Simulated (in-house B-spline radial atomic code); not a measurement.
**S+: [He] 2s2 2p5 3s2 3p3 3d1 (an excited or competing configuration)**

All numbers are computed (non-relativistic LC-wPBE, spin-polarised, spherical fractional occupations, exact exchange averaged over the configuration; point nucleus) with a B-spline radial code for spherical atoms, not measured.

Z_r = [3n² - l(l+1)]/(2<r>); Z_e = n√(-2ε); the last column is Slater's effective charge. Values are occupation-weighted means over spin.

```csv
shell,electrons,ε (eV),<r> (bohr),Z_r,Z_e,Slater
1s,2,-2454.9,0.09723,15.43,13.43,15.70
2s,2,-252.01,0.47,12.76,8.61,12.20
2p,5,-200.44,0.4274,11.70,7.68,12.20
3s,2,-36.962,1.537,8.78,4.94,6.65
3p,3,-27.26,1.683,7.43,4.25,6.65
3d,1,-10.429,2.387,4.40,2.63,2.00
```

The least bound orbital is 3d up at -10.43 eV, and it is also the most diffuse (<r> = 2.387 bohr). The part-filled 2p shell lies below the filled 3s shell in orbital energy.
